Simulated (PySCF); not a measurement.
F4Te, triplet, geometry from GFN2-xTB (a higher spin typed on purpose: for a closed-shell molecule this is an excited state) (all electrons, no relativity); PBE/3-21G in PySCF.

Here is a job for PySCF.
```python
from pyscf import gto, scf, dft

mol = gto.Mole()
mol.atom = '''
    Te   -0.012130    0.007173    0.048294
    F    -0.147243    1.813877    1.048779
    F     0.214412   -1.520239   -1.226915
    F    -0.480091   -1.442913    1.448890
    F     0.483005    1.107832   -1.549785
'''
mol.basis = '3-21g'
mol.charge = 0
mol.spin = 2
mol.verbose = 5
mol.build()

mf = dft.UKS(mol)
mf.xc = 'pbe'
mf.kernel()
mf.analyze()
```

Problem. What does PySCF print? Leave out banner, timings and long lists.

Solution. 
```
PySCF version 2.14.0

[INPUT] verbose = 5
[INPUT] max_memory = 4000
[INPUT] num. atoms = 5
[INPUT] num. electrons = 88
[INPUT] charge = 0
[INPUT] spin (= nelec alpha-beta = 2S) = 2
[INPUT] symmetry False subgroup None
[INPUT] Mole.unit = angstrom
[INPUT] Symbol           X                Y                Z      unit          X                Y                Z       unit  Magmom
[...]
[INPUT] ---------------- BASIS SET ----------------
[INPUT] l, kappa, [nprim/nctr], expnt,             c_1 c_2 ...
[INPUT] F
[...]
                                62.2446           0.349308
                                13.434            0.709632
[...]
                                2.08617           1.22314
[...]
                                2.08617           0.852321
[...]
[INPUT] Te
[...]
                                2088.8798         0.366963
                                459.39319         0.690794
[...]
                                135.36            0.082252
                                44.00048          0.970601
[...]
                                25.82039          0.05183
                                7.809583          1.087622
[...]
                                3.043932          0.46947
                                1.199253          0.829811
[...]
                                0.278088          1.281968
[...]
                                135.36            0.6149
                                44.00048          0.389516
[...]
                                25.82039          0.539188
                                7.809583          0.652285
[...]
                                3.043932          0.522123
                                1.199253          0.532661
[...]
                                0.278088          0.987102
[...]
                                34.015217         0.483556
                                10.869138         0.588386
[...]
                                2.058066          0.579776
                                0.73283           0.340558

nuclear repulsion = 567.905332507274
number of shells = 33
number of NR pGTOs = 141
number of NR cGTOs = 67
basis = 3-21g
ecp = {}

******** <class 'pyscf.dft.uks.UKS'> ********
method = UKS
initial guess = minao
damping factor = 0
level_shift factor = 0
DIIS = <class 'pyscf.scf.diis.CDIIS'>
diis_start_cycle = 1
diis_space = 8
diis_damp = 0
SCF conv_tol = 1e-09
SCF conv_tol_grad = None
SCF max_cycles = 50
direct_scf = True
direct_scf_tol = 1e-13
number electrons alpha = 45  beta = 43
XC library pyscf.dft.libxc version 7.1.2
    S. Lehtola, C. Steigemann, M. J. T. Oliveira, and M. A. L. Marques,  SoftwareX 7, 1–5 (2018)
XC functionals = pbe
    J. P. Perdew, K. Burke, and M. Ernzerhof,  Phys. Rev. Lett. 77, 3865 (1996)
    J. P. Perdew, K. Burke, and M. Ernzerhof,  Phys. Rev. Lett. 78, 1396 (1997)
    J. P. Perdew, K. Burke, and M. Ernzerhof,  Phys. Rev. Lett. 77, 3865 (1996)
    J. P. Perdew, K. Burke, and M. Ernzerhof,  Phys. Rev. Lett. 78, 1396 (1997)
radial grids:
    Treutler-Ahlrichs [JCP 102, 346 (1995); DOI:10.1063/1.469408] (M4) radial grids

becke partition: Becke, JCP 88, 2547 (1988); DOI:10.1063/1.454033
pruning grids: <function nwchem_prune>
grids dens level: 3
symmetrized grids: False
atomic radii adjust function: <function treutler_atomic_radii_adjust>
small_rho_cutoff = 0
Set gradient conv threshold to 3.16228e-05
atom Te rad-grids = 95, ang-grids = [ 50  50  50  50  50  50  50  50  50  50  50  50  50  50  50  50  50  50
  50  50  50  50  50  50  50  50  50  50  50  50  86  86  86  86  86  86
  86  86  86  86  86  86  86  86  86  86 350 350 350 350 350 350 350 350
 350 350 350 434 434 434 434 434 434 434 434 434 434 434 434 434 434 434
 434 434 434 434 434 434 434 434 350 350 350 350 350 350 350 350 350 350
 350 350 350 350 350]
atom F rad-grids = 75, ang-grids = [ 50  50  50  50  50  50  50  50  50  50  50  50  50  50  50  50  50  50
  50  50  50  50  86  86  86  86  86  86  86  86  86 266 266 266 266 266
 266 302 302 302 302 302 302 302 302 302 302 302 302 302 302 302 302 302
 302 302 266 266 266 266 266 266 266 266 266 266 266 266 266 266 266 266
 266 266 266]
tot_boxes 2156, boxes in each direction [ 9 12 12]
Padding 2 grids
tot grids = 79008
nelec by numeric integration = [43.84103711 43.84103711]
E1 = -10726.267957269096  E2 = 3192.49112382933  Ecoul = 3403.693845943528  Exc = -211.2027221141982
init E= -6965.87150093249
cond(S) = 26.880693158243837

  alpha mo_energy =
[-1.11088262e+03 -1.66750648e+02 -1.55975217e+02 -1.55975168e+02
 -1.55974855e+02 -3.33043520e+01 -2.87114095e+01 -2.87113964e+01
 -2.87113229e+01 -2.43069858e+01 -2.43065557e+01 -2.42992085e+01
 -2.42991654e+01 -2.09755400e+01 -2.09751716e+01 -2.09747495e+01
 -2.09747433e+01 -2.09747374e+01 -5.72549166e+00 -4.15101125e+00
 -4.15093432e+00 -4.14999677e+00 -1.73601378e+00 -1.73207137e+00
 -1.73174838e+00 -1.73069835e+00 -1.73061338e+00 -1.18826019e+00
 -1.17710724e+00 -1.16967685e+00 -1.16321927e+00 -6.47796868e-01
 -5.42749708e-01 -5.37120513e-01 -4.90775864e-01 -4.82797281e-01
 -4.78512935e-01 -4.68350357e-01 -4.68251874e-01 -4.63486203e-01
 -4.62757897e-01 -4.60545071e-01 -4.55601849e-01 -3.46985106e-01
 -2.47216422e-01 -1.05401633e-01 -8.40715514e-02  1.88561011e-01
  2.33758548e-01  2.41052359e-01  2.43925610e-01  1.52157983e+00
  1.58098270e+00  1.58282154e+00  1.58294296e+00  1.59004792e+00
  1.62115248e+00  1.65716805e+00  1.66317996e+00  1.67274073e+00
  1.69362834e+00  1.75033850e+00  1.76860035e+00  2.64090007e+00
  2.89548552e+00  3.03753274e+00  3.11356192e+00]
  beta  mo_energy =
[-1.11088262e+03 -1.66750648e+02 -1.55975217e+02 -1.55975168e+02
 -1.55974855e+02 -3.33043520e+01 -2.87114095e+01 -2.87113964e+01
 -2.87113229e+01 -2.43069858e+01 -2.43065557e+01 -2.42992085e+01
 -2.42991654e+01 -2.09755400e+01 -2.09751716e+01 -2.09747495e+01
 -2.09747433e+01 -2.09747374e+01 -5.72549166e+00 -4.15101125e+00
 -4.15093432e+00 -4.14999677e+00 -1.73601378e+00 -1.73207137e+00
[...]
converged SCF energy = -6981.46545935253  <S^2> = 2.0020542  2S+1 = 3.0013691
Total Energy =                       -6981.465459352527432
[...]
4 F 2pz          0.00181  -0.00132   0.00131  -0.00323   0.00075
4 F 3px          0.10498  -0.14353   0.11701   0.00454   0.00476
4 F 3py          0.08093  -0.31819   0.24324   0.00356  -0.00501
4 F 3pz         -0.37950   0.46337  -0.38212  -0.01641  -0.01955
               #66       #67
0 Te 1s         -0.00007  -0.00000
0 Te 2s          0.00014   0.00000
0 Te 3s         -0.00032  -0.00000
0 Te 4s          0.00044   0.00000
0 Te 5s          0.01163   0.00000
0 Te 6s         -0.04297  -0.00000
0 Te 2px         0.00009   0.00004
0 Te 2py        -0.00005   0.00041
0 Te 2pz        -0.00034  -0.00005
0 Te 3px        -0.00015  -0.00007
0 Te 3py         0.00009  -0.00073
0 Te 3pz         0.00059   0.00009
0 Te 4px         0.00011   0.00006
0 Te 4py        -0.00006   0.00062
0 Te 4pz        -0.00043  -0.00008
0 Te 5px         0.01028   0.00468
0 Te 5py        -0.00608   0.04583
0 Te 5pz        -0.04092  -0.00563
0 Te 6px        -0.00920  -0.00548
0 Te 6py         0.00544  -0.05363
0 Te 6pz         0.03664   0.00659
0 Te 3dxy        0.00008   0.00004
0 Te 3dyz        0.00015  -0.00015
0 Te 3dz^2       0.00085   0.00003
0 Te 3dxz       -0.00061  -0.00002
0 Te 3dx2-y2    -0.00074   0.00003
0 Te 4dxy       -0.00009   0.00007
0 Te 4dyz       -0.00021  -0.00028
0 Te 4dz^2      -0.00113   0.00006
0 Te 4dxz        0.00080  -0.00004
0 Te 4dx2-y2     0.00094   0.00005
1 F 1s          -0.00178   0.00538
1 F 2s           0.00901  -0.02290
1 F 3s          -0.18162   0.52840
1 F 2px          0.00040  -0.00003
1 F 2py         -0.00125   0.00482
1 F 2pz         -0.00188   0.00139
1 F 3px          0.01207   0.01582
1 F 3py          0.03982  -0.02919
1 F 3pz         -0.03549  -0.06829
2 F 1s           0.00674  -0.00465
2 F 2s          -0.02903   0.01996
2 F 3s           0.67497  -0.45412
2 F 2px          0.00070  -0.00037
2 F 2py         -0.00530   0.00381
2 F 2pz         -0.00409   0.00245
2 F 3px          0.00108   0.01825
2 F 3py          0.06772  -0.00127
2 F 3pz          0.01403  -0.07012
3 F 1s          -0.00178  -0.00537
3 F 2s           0.00900   0.02290
3 F 3s          -0.18159  -0.52834
3 F 2px          0.00060   0.00095
3 F 2py          0.00066   0.00424
3 F 2pz         -0.00211  -0.00250
3 F 3px          0.00302  -0.01964
3 F 3py         -0.04874  -0.00822
3 F 3pz         -0.02461   0.07288
4 F 1s           0.00674   0.00465
4 F 2s          -0.02903  -0.01997
4 F 3s           0.67498   0.45415
4 F 2px          0.00164   0.00107
4 F 2py          0.00392   0.00296
4 F 2pz         -0.00522  -0.00328
4 F 3px         -0.01210  -0.01642
4 F 3py         -0.06121   0.01923
4 F 3pz          0.02987   0.06791

To work with the spin densities directly, `use mulliken_meta_spin()` only printing them here.

 ** Mulliken spin pop alpha/beta on meta-lowdin orthogonal AOs **
 ** Mulliken Spin Density (per AO)  **
spin_pop of  0 Te 1s        0.00000
spin_pop of  0 Te 2s        0.00001
spin_pop of  0 Te 3s        0.00004
spin_pop of  0 Te 4s        0.00014
spin_pop of  0 Te 5s        0.20254
spin_pop of  0 Te 6s        0.00081
spin_pop of  0 Te 2px       0.00000
spin_pop of  0 Te 2py      -0.00000
spin_pop of  0 Te 2pz       0.00000
spin_pop of  0 Te 3px       0.00004
spin_pop of  0 Te 3py      -0.00000
spin_pop of  0 Te 3pz       0.00000
spin_pop of  0 Te 4px       0.00017
spin_pop of  0 Te 4py      -0.00002
spin_pop of  0 Te 4pz      -0.00001
spin_pop of  0 Te 5px       0.51616
spin_pop of  0 Te 5py      -0.01427
spin_pop of  0 Te 5pz       0.02567
spin_pop of  0 Te 6px       0.00935
spin_pop of  0 Te 6py      -0.00141
spin_pop of  0 Te 6pz      -0.00027
spin_pop of  0 Te 3dxy      0.00000
spin_pop of  0 Te 3dyz     -0.00000
spin_pop of  0 Te 3dz^2     0.00000
spin_pop of  0 Te 3dxz      0.00000
spin_pop of  0 Te 3dx2-y2    0.00000
spin_pop of  0 Te 4dxy      0.00000
spin_pop of  0 Te 4dyz     -0.00000
spin_pop of  0 Te 4dz^2     0.00001
spin_pop of  0 Te 4dxz      0.00002
spin_pop of  0 Te 4dx2-y2    0.00010
spin_pop of  1 F 1s       -0.00000
spin_pop of  1 F 2s        0.00078
spin_pop of  1 F 3s       -0.00013
spin_pop of  1 F 2px       0.09665
spin_pop of  1 F 2py       0.22770
spin_pop of  1 F 2pz       0.04613
spin_pop of  1 F 3px       0.00000
spin_pop of  1 F 3py      -0.00004
spin_pop of  1 F 3pz      -0.00001
spin_pop of  2 F 1s       -0.00000
spin_pop of  2 F 2s        0.00034
spin_pop of  2 F 3s       -0.00013
spin_pop of  2 F 2px       0.10847
spin_pop of  2 F 2py       0.07515
spin_pop of  2 F 2pz       0.07557
spin_pop of  2 F 3px       0.00002
spin_pop of  2 F 3py      -0.00001
spin_pop of  2 F 3pz      -0.00002
spin_pop of  3 F 1s       -0.00000
spin_pop of  3 F 2s        0.00078
spin_pop of  3 F 3s       -0.00013
spin_pop of  3 F 2px       0.10828
spin_pop of  3 F 2py       0.16046
spin_pop of  3 F 2pz       0.10175
spin_pop of  3 F 3px       0.00000
spin_pop of  3 F 3py      -0.00004
spin_pop of  3 F 3pz      -0.00001
spin_pop of  4 F 1s       -0.00000
spin_pop of  4 F 2s        0.00034
spin_pop of  4 F 3s       -0.00013
spin_pop of  4 F 2px       0.11557
spin_pop of  4 F 2py       0.03401
spin_pop of  4 F 2pz       0.10960
spin_pop of  4 F 3px       0.00002
spin_pop of  4 F 3py      -0.00002
spin_pop of  4 F 3pz      -0.00002
 ** Mulliken Spin Density (per atom)  **
spin density of  0 Te =      0.73908
spin density of  1 F =      0.37107
spin density of  2 F =      0.25939
spin density of  3 F =      0.37108
spin density of  4 F =      0.25938
 ** Mulliken pop alpha/beta on meta-lowdin orthogonal AOs **
 ** Mulliken pop       alpha | beta **
In total            45.00000 | 43.00000
 ** Mulliken atomic charges   ( Nelec_alpha | Nelec_beta ) **
charge of  0Te =      1.25624  (    25.74142     25.00234 )
charge of  1F =     -0.30475  (     4.83791      4.46684 )
charge of  2F =     -0.32337  (     4.79138      4.53199 )
charge of  3F =     -0.30475  (     4.83791      4.46684 )
charge of  4F =     -0.32337  (     4.79138      4.53200 )
Dipole moment(X, Y, Z, Debye): -0.13361,  0.07901,  0.53248
```
